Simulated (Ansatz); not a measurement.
Species: [Zn(OH)(H)] (charge 0, multiplicity 1).

Problem. Give a relaxed geometry from PBE-D3(BJ)/def2-SVP (Ansatz, a program for electronic structure).

Solution. This is not unique; one that fits is the end point of this relaxation, one of several conformers.
Cartesian coordinates (Å) in one orientation:
```xyz
4

Zn     0.037    -0.021     0.051
O     -1.112    -1.122     0.855
H     -0.721    -1.978     1.108
H      0.924     1.001    -0.642
```
